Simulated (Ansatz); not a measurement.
# GeH3O (SMILES [OH][GeH2]): methods side by side

GeH3O: 5 atoms, total charge 0, spin state doublet. As SMILES, `[OH][GeH2]`. The shape is that of a PBE0-D4/def2-TZVP optimisation. This is one conformer, not always the lowest.

```xyz
5

O     0.3555   -1.0758    0.4607
Ge   -0.5201    0.4161    0.0177
H     1.0974   -0.9076    1.0465
H    -1.3968   -0.0144   -1.1803
H     0.5139    1.5080   -0.3859
```

Quantity: the energy change with the Ge2–H5 bond stretched from 1.557 to 1.946 Å, in eV. The values are calculated.

```json
{"level": "U-revPBE/STO-3G", "kind": "GGA", "program": "Ansatz", "value (eV)": "1.18", "less FCI/STO-3G": "+0.01"}
{"level": "UPBE/STO-3G", "kind": "GGA", "program": "Ansatz", "value (eV)": "1.22", "less FCI/STO-3G": "+0.05"}
{"level": "U-wB97M-V/STO-3G", "kind": "range-separated hybrid", "program": "Ansatz", "value (eV)": "1.41", "less FCI/STO-3G": "+0.24"}
{"level": "UB2PLYP/STO-3G", "kind": "double hybrid", "program": "Ansatz", "value (eV)": "1.34", "less FCI/STO-3G": "+0.17"}
{"level": "RPA@PBE/STO-3G", "kind": "RPA", "program": "Ansatz", "value (eV)": "1.09", "less FCI/STO-3G": "-0.08"}
{"level": "UMP2/STO-3G", "kind": "perturbation theory", "program": "Ansatz", "value (eV)": "1.40", "less FCI/STO-3G": "+0.23"}
{"level": "UCCSD/STO-3G", "kind": "coupled cluster or CI", "program": "Ansatz", "value (eV)": "1.20", "less FCI/STO-3G": "+0.03"}
{"level": "UCCSDT(Q)/STO-3G", "kind": "coupled cluster or CI", "program": "Ansatz", "value (eV)": "1.17", "less FCI/STO-3G": "0.00"}
{"level": "FCI/STO-3G", "kind": "exact in the basis", "program": "Ansatz", "value (eV)": "1.17", "less FCI/STO-3G": "0.00"}
```

FCI/STO-3G is exact within its basis and frozen core, so for wave-function methods in that basis the difference is their error; functionals converge differently with the basis, so for them it is only a difference. All-electron rows without a relativistic Hamiltonian named are non-relativistic. The first shape isn't each level's own minimum. The values span 1.09 to 1.41 eV. All rows use very small basis sets, so even the best lies far from the true value. In the correlated wave-function rows the outer d shell of Ge is correlated, in sets not made for it.
